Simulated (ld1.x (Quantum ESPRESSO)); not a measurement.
## What the settings do to the TM semilocal potential of Re

Base potential:

```json
{"Element": "rhenium", "Generator": "ld1.x (Quantum ESPRESSO) 7.5", "Type": "norm-conserving Troullier–Martins (semilocal form)", "Functional": "PBE", "Relativity": "scalar-relativistic", "Frozen core": "[Xe] 4f14", "Valence charge": "7", "Reference configuration": "5d5 6s1 6p0 (charge +1)", "Partial waves": "6s (bound): rc 2.60 bohr; 6p (bound, empty): rc 3.40 bohr; 5d (bound): rc 1.55 bohr", "Local potential": "the d channel", "Core correction": "none"}
```

Cutoffs, loose and tight: the cutoffs (Ry, on a coarse ladder) from which the occupation-weighted sum of valence levels, in a spherical-Bessel basis at the reference potential, stays within 10 and 1 mRy of its value at 400 Ry. They do not see the model core or the augmentation charge, which bear on the density cutoff. Test errors are all-electron minus pseudo excitation energies from the reference, over the configurations 5d5 6s2 6p0; 5d5 6s0 6p0; 5d4 6s0 6p0; 5d6 6s0 6p0; 5d5 6s1.5 6p0; 5d5 6s0 6p1; 5d4 6s2 6p0. A dash means not determined; rows that change the core or the reference have their own tests.

A semilocal file is local in each channel, so a ghost entry of none says nothing of the separable form that plane-wave codes build from it.

```tsv
change	outcome	cutoff, loose	cutoff, tight	bound ghosts	largest test error (meV)
base	generated	35 Ry	55 Ry	none	+84
all radii scaled by about 0.77 (s 2.00, p 2.62, d 1.20 bohr)	generated	80 Ry	140 Ry	none	+67
all radii scaled by about 0.82 (s 2.12, p 2.78, d 1.26 bohr)	generated	35 Ry	90 Ry	none	+76
all radii scaled by about 1.13 (s 2.94, p 3.86, d 1.76 bohr)	generated	35 Ry	40 Ry	none	+62
all radii scaled by about 1.22 (s 3.18, p 4.16, d 1.90 bohr)	generated	35 Ry	40 Ry	none	+32
all radii scaled by about 1.29 (s 3.36, p 4.38, d 2.00 bohr)	generated	35 Ry	40 Ry	none	+24
all radii scaled by about 1.40 (s 3.64, p 4.76, d 2.18 bohr)	generated	35 Ry	40 Ry	none	-59
```

Task: What comes out with this change to the base: all radii scaled by about 0.92 (s 2.38, p 3.12, d 1.42 bohr)?

Result: outcome: generated; cutoff, loose: 35 Ry; cutoff, tight: 60 Ry; bound ghosts: none; largest test error (meV): +83.

Task: What comes out with this change to the base: all radii scaled by about 1.07 (s 2.78, p 3.64, d 1.66 bohr)?

Result: outcome: generated; cutoff, loose: 35 Ry; cutoff, tight: 40 Ry; bound ghosts: none; largest test error (meV): +75.

Reading the sweep of the scale of all radii (base = 1) (base included, trends over the rows without a ghost): The loose cutoff falls from 80 Ry at 0.77 to 35 Ry at 1.4. A larger radius leaves more room for a smooth pseudo-wave, so fewer plane waves are needed; a smaller one forces it to follow the all-electron wave where it bends sharply. The median size of the test errors (rows with all tests solved) is not monotonic: lowest 6.2 meV at 1.29, highest 26.3 meV at 1.
